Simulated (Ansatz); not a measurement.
Two members of one family (Series SnH3X), computed with Ansatz in the gas phase; def2 core potentials for Sn, no spin–orbit coupling. The two geometries come from different levels. Binding counts from free atoms in the multiplicity of their measured ground term, without zero-point energy. A dash marks a value that wasn't run or was left out as unsound. The structures are stationary points that may keep the symmetry of their start. Remarks come from the PBE and PBE0 runs and from stability tests at other levels; not every state was tested. HOMO above LUMO (over both spins in singlets and doublets, within one spin in higher multiplets; at PBE or PBE0), or a gap under 0.15 eV within one spin, warns that the state may not be the lowest or that an electron is smeared out.

First: Sn(CCH)H3 (singlet, charge 0, PBE0-D4/def2-TZVP geometry).

```xyz
7

Sn    0.078    1.098   -0.375
C    -0.062   -0.867    0.296
C    -0.142   -2.006    0.685
H    -0.214   -3.013    1.028
H    -0.877    2.071    0.642
H    -0.495    1.150   -1.975
H     1.711    1.566   -0.300
```

```
                level  HOMO (eV)  LUMO (eV)  gap (eV)  vertical IE (eV)  vertical triplet (eV)  binding per atom (eV)
LDA (SPW92)/def2-TZVP      -7.05      -0.95      6.10                 –                      –                   3.91
      PBE-D4/def2-SVP      -6.77      -0.56      6.21                 –                      –                   3.47
  r2SCAN-D4/def2-TZVP      -7.13      -0.49      6.64             10.10                   5.14                   3.42
     B97M-V/def2-TZVP      -7.13      -0.53      6.60                 –                      –                   3.48
    PBE0-D4/def2-TZVP      -8.10       0.17      8.27             10.26                   5.25                   3.42
```

Remarks: gap within one spin near zero at PBE or PBE0 (+1 doublet).

Second: Sn(NH2)H3 (singlet, charge 0, r2SCAN-D4/def2-TZVP geometry).

```xyz
7

Sn    0.151   -0.194    0.724
N    -0.330    0.009   -1.250
H     0.453    0.351   -1.798
H    -1.088    0.669   -1.390
H     1.431   -1.318    0.765
H    -1.254   -0.790    1.478
H     0.638    1.274    1.470
```

Task: Estimate how these quantities change from the first to the second (second minus first).

Result: 
```
                level  Δ HOMO (eV)  Δ LUMO (eV)  Δ gap (eV)  Δ vertical IE (eV)  Δ vertical triplet (eV)  Δ binding per atom (eV)
LDA (SPW92)/def2-TZVP         1.10        -0.20       -1.30                   –                        –                    -0.81
      PBE-D4/def2-SVP         1.25        -0.01       -1.26                   –                        –                    -0.78
  r2SCAN-D4/def2-TZVP         1.00        -0.03       -1.03               -0.74                    -0.14                    -0.72
     B97M-V/def2-TZVP         0.87        -0.32       -1.18                   –                        –                    -0.70
    PBE0-D4/def2-TZVP         0.86        -0.37       -1.23               -0.79                    -0.16                    -0.73
```
